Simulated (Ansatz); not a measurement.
Reactions of `[SiH3][SiH2][GeH2][SiH2][SiH3]`.

Program: Ansatz. Geometries: PBE0-D4/def2-TZVP. ΔE: electronic, gas phase. CCSD(T)/CBS is the MP2 limit (def2-TZVPP, def2-QZVPP) plus CCSD(T) − MP2 in def2-TZVPP, frozen cores. This one scheme is used for every species, atoms too. DFT in def2-TZVPP. No spin–orbit coupling; open shells (•) take unrestricted orbitals. Spin–orbit coupling would lower the free atoms: a little for Si; clearly for Ge. For Br, Ge outer-core shells are correlated without core-valence functions, so the limit isn't a true one: a few kJ/mol of doubt a bond, and 10 to 20 or more in all where bonds break to atoms. Scalar relativity is left out up to krypton. One conformer a species, not always the lowest.

```csv
reaction,CCSD(T)/CBS(def2) (kcal/mol)
`[SiH3][SiH2][GeH2][SiH2][SiH3]` + HBr → `[SiH3][SiH2]Br` + `[SiH3][SiH2][GeH3]`,-14.1
`[SiH3][SiH2][GeH2][SiH2][SiH3]` + `[SiH3][SiH3]` → `[SiH3][SiH2][SiH2][GeH2][SiH2][SiH3]` + SiH₄,-2.3
`[SiH3][SiH2][GeH2][SiH2][SiH3]` + `CC` → `CC[SiH2][SiH3]` + `[SiH3][SiH2][GeH3]`,10.5
`[SiH3][SiH2][GeH2][SiH2][SiH3]` + `[GeH3][SiH2][GeH3]` → `[SiH3][SiH2][GeH2][GeH2][SiH2][GeH3]` + `[SiH3][SiH3]`,?
`[SiH3][SiH2][GeH2][SiH2][SiH3]` + `CBO` → `CBO[SiH2][SiH3]` + `[SiH3][SiH2][GeH3]`,-9.1
`[SiH3][SiH2][GeH2][SiH2][SiH3]` → Ge• + 12 H• + 4 Si•,?
```

Problem. Fill in the missing values. (An estimate is asked.)

Solution. The calculation gave: `[SiH3][SiH2][GeH2][SiH2][SiH3]` + `[GeH3][SiH2][GeH3]` → `[SiH3][SiH2][GeH2][GeH2][SiH2][GeH3]` + `[SiH3][SiH3]`: -4.5 kcal/mol; `[SiH3][SiH2][GeH2][SiH2][SiH3]` → Ge• + 12 H• + 4 Si•: +1157.0 kcal/mol.

Largest T1 diagnostic: 0.013, for `[SiH3][SiH2][SiH2][GeH2][SiH2][SiH3]`.
